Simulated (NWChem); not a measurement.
System: SnNH2F, singlet; SMILES [NH2][Sn][F]

NWChem input:

```
start job
memory heap 200 mb stack 900 mb global 1100 mb
geometry units angstroms noautoz
  Sn     0.362454     0.040192     0.000000
  F     -0.820363    -1.529816     0.000000
  N     -1.217053     1.302303     0.000000
  H     -2.172438     0.953516     0.000000
  H     -1.185419     2.316737     0.000000
end
basis spherical
  * library def2-svpd
end
ecp
  Sn library def2-ecp
end
dft
  xc xpbe96 cpbe96
  iterations 150
end
tddft
  cis
  nroots 6
  notriplet
end
task tddft energy
```

Parts of the log:

```
             Northwest Computational Chemistry Package (NWChem) 7.3.0
             --------------------------------------------------------

 CS  symmetry detected

                             Geometry "geometry" -> ""
                             -------------------------

 Output coordinates in angstroms (scale by  1.889725989 to convert to a.u.)

  No.       Tag          Charge          X              Y              Z
 ---- ---------------- ---------- -------------- -------------- --------------
    1 Sn                  50.0000     0.38041694     0.00488233     0.00000000
    2 F                    9.0000    -0.90729549    -1.48030381     0.00000000
    3 N                    7.0000    -1.10880735     1.37235354     0.00000000
    4 H                    1.0000    -2.08586456     1.08991400     0.00000000
    5 H                    1.0000    -1.00767177     2.38222910     0.00000000

 Effective nuclear repulsion energy (a.u.)     254.3608893152

      Symmetry information
      --------------------

 Group name             Cs
 Group number              2
 Group order               2
 No. of unique centers     5

 Summary of "ao basis" -> "ao basis" (spherical)
 ------------------------------------------------------------------------------
       Tag                 Description            Shells   Functions and Types
 ---------------- ------------------------------  ------  ---------------------
 Sn                        def2-svpd                12       32   5s4p3d
 F                         def2-svpd                 9       23   4s3p2d
 N                         def2-svpd                 8       20   4s2p2d
 H                         def2-svpd                 4        8   2s2p

      Symmetry analysis of basis
      --------------------------

        a'         64
        a"         27

            General Information
            -------------------
          SCF calculation type: DFT
          Wavefunction type:  closed shell.
          No. of atoms     :     5
          No. of electrons :    40
           Alpha electrons :    20
            Beta electrons :    20
          Charge           :     0
          Spin multiplicity:     1
          Use of symmetry is: off; symmetry adaption is: on
          Maximum number of iterations: 150
          AO basis - number of functions:    91
                     number of shells:    37
          Convergence on energy requested:  1.00D-06
          Convergence on density requested:  1.00D-05
          Convergence on gradient requested:  5.00D-04

[...]

                                NWChem TDDFT Module
                                -------------------

            General Information
            -------------------
           No. of orbitals :     182
            Alpha orbitals :      91
             Beta orbitals :      91
        Alpha frozen cores :       0
         Beta frozen cores :       0
     Alpha frozen virtuals :       0
      Beta frozen virtuals :       0
         Spin multiplicity :       1
    Number of AO functions :      91
        Use of symmetry is : off
      Symmetry adaption is : on
         Schwarz screening :  0.10D-07

              XC Information
              --------------
   PerdewBurkeErnzerhof Exchange Functional   1.00
     Perdew 1991 LDA Correlation Functional   1.00 local
    PerdewBurkeErnz. Correlation Functional   1.00 non-local

             TDDFT Information
             -----------------
          Calculation type : Tamm-Dancoff TDDFT
         Wavefunction type : Restricted singlets
          No. of electrons :      40
           Alpha electrons :      20
            Beta electrons :      20
              No. of roots :       6
          Max subspacesize :    5200
            Max iterations :     100
               Target root :       1
           Target symmetry : none
      Symmetry restriction : off
                 Algorithm : Optimal
        Davidson threshold :  0.10D-03

    6 smallest eigenvalue differences (eV)
--------------------------------------------------------
  No. Spin  Occ  Vir  Irrep   E(Occ)    E(Vir)   E(Diff)
--------------------------------------------------------
    1    1   20   21 a'       -0.233    -0.098     3.665
    2    1   19   21 a"       -0.246    -0.098     4.030
    3    1   20   22 a"       -0.233    -0.044     5.143
    4    1   19   22 a'       -0.246    -0.044     5.508
    5    1   18   21 a"       -0.303    -0.098     5.570
    6    1   17   21 a'       -0.310    -0.098     5.765
--------------------------------------------------------

  Entering Davidson iterations
  Restricted singlet excited states

  Iter   NTrls   NConv    DeltaV     DeltaE      Time
  ----  ------  ------  ---------  ---------  ---------
    1      6       0     0.22E+00   0.10+100        8.2
    2     12       0     0.68E-01   0.56E-01        9.4
    3     18       0     0.21E-01   0.65E-02       13.8
    4     24       3     0.36E-02   0.63E-03       11.3
    5     27       5     0.30E-03   0.12E-04        9.0
    6     28       6     0.78E-04   0.15E-06        7.0
  ----  ------  ------  ---------  ---------  ---------
  Convergence criterion met

  Ground state a'       -369.892446309638 a.u.

  ----------------------------------------------------------------------------
  Root   1 singlet a'             0.175992130 a.u.                4.7890 eV
  ----------------------------------------------------------------------------
     Transition Moments    X -0.60706   Y  0.48038   Z  0.00000
     Dipole Oscillator Strength                    0.0703128949
     Electric Quadrupole                           0.0000002632
     Magnetic Dipole                               0.0000000031
     Total Oscillator Strength                     0.0703131612

[...]
```

Level: PBE/def2-SVPD with def2 effective core potentials on Sn, TDA. Low-valent species are run as closed-shell singlets; no triplet was tried in these runs. Coordinates come from a PBE0/def2-SVP optimisation. Not confirmed as a minimum by frequencies. def2 effective core potentials on Sn; no spin-orbit coupling.
